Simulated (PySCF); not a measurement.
# Ions at one geometry of [LuH2]+

PySCF 2.14.0, RKS PBE0, Lu def2-SVP with ECP28, H def2-SVP; non-relativistic Hamiltonian with scalar-relativistic core potentials where named; density fitting; no spin-orbit coupling; singlets restricted, open shells unrestricted. The geometry is relaxed for charge +1, singlet, vacuum:

```xyz
3

Lu    0.0000    0.0000   -0.1844
H     1.4607    0.0000    0.9454
H    -1.4607    0.0000    0.9454
```

Energies count from the relaxed state; an electron taken off or put on is at rest in vacuum. Charges and spins are Mulliken's.

```tsv
state	energy (eV)	spin squared	charge on Lu1 (e)	spin on Lu1 (e)	dipole about the centre of mass (D)
charge +1, singlet, vacuum	0.00	0.00	1.06	0.00	4.23
charge +2, doublet, vacuum	15.73	0.77	1.59	0.26	1.04
```

Question: What does the state charge 0, doublet, vacuum give?

Answer: energy (eV) -6.34, spin squared 0.75, charge on Lu1 (e) 0.41, spin on Lu1 (e) 0.91, dipole about the centre of mass (D) 2.46.

With an electron taken off (doublet) the charges change, summed by element, by Lu +0.53 e, H +0.47 e. The vertical ionisation energy is 15.73 eV, against −ε(HOMO) = 13.09 eV of the relaxed state. The level lies 2.6 eV too high, as is usual for semilocal functionals and global hybrids, which keep a self-interaction error.

With an electron put on (doublet) the charges change, summed by element, by Lu -0.65 e, H -0.35 e. The vertical electron affinity is 6.34 eV, against −ε(LUMO) = 8.15 eV of the relaxed state.

Open shells may have lower solutions than those found.
